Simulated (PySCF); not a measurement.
Dipole response of Sb⁺ (antimony, charge +1)

[Kr] 4d10 5s2 5p2, high-spin 3P determinant. Computed with PySCF 2.14 in ANO-RCC-VTZP (7s6p4d2f1g, 68 functions), with the spin-free X2C one-electron Hamiltonian (Gaussian nucleus). Coupled (time-dependent) response in atomic units; α is the mean over directions. The basis has no added diffuse functions, which lowers α and C₆.

| method | mean α (bohr³) | α xx, yy, zz | C₆ (like pair) | S(−4) |
| --- | --- | --- | --- | --- |
| wB97X | 21.42 | 20.27, 21.99, 21.99 | 177.6 | 102.7 |

S(−4) is the Cauchy moment in α(ω) = α(0) + S(−4) ω² + …

Spin-orbit coupling is absent.

α(iu) at wB97X:

```json
{"u (hartree)": "0", "α(iu) (bohr³)": "21.42"}
{"u (hartree)": "0.0500", "α(iu) (bohr³)": "21.16"}
{"u (hartree)": "0.100", "α(iu) (bohr³)": "20.45"}
{"u (hartree)": "0.200", "α(iu) (bohr³)": "18.07"}
{"u (hartree)": "0.300", "α(iu) (bohr³)": "15.27"}
{"u (hartree)": "0.500", "α(iu) (bohr³)": "10.55"}
{"u (hartree)": "0.750", "α(iu) (bohr³)": "6.968"}
{"u (hartree)": "1.00", "α(iu) (bohr³)": "4.992"}
{"u (hartree)": "1.50", "α(iu) (bohr³)": "3.052"}
{"u (hartree)": "2.00", "α(iu) (bohr³)": "2.129"}
{"u (hartree)": "3.00", "α(iu) (bohr³)": "1.243"}
{"u (hartree)": "5.00", "α(iu) (bohr³)": "0.5833"}
```

A single London oscillator, α(iu) = α/(1 + u²/ω²), gives C₆ = (3/4) ω α². Matching the computed C₆ needs ω = 4 × 177.6 / (3 × 21.42²) = 0.516 hartree.

For an ion, C₆ is the dispersion term alone; charge-induced terms of lower order in 1/R come first.

The components differ because the open shell of this determinant is not spherical; for a pure term their mean is the scalar polarisability.
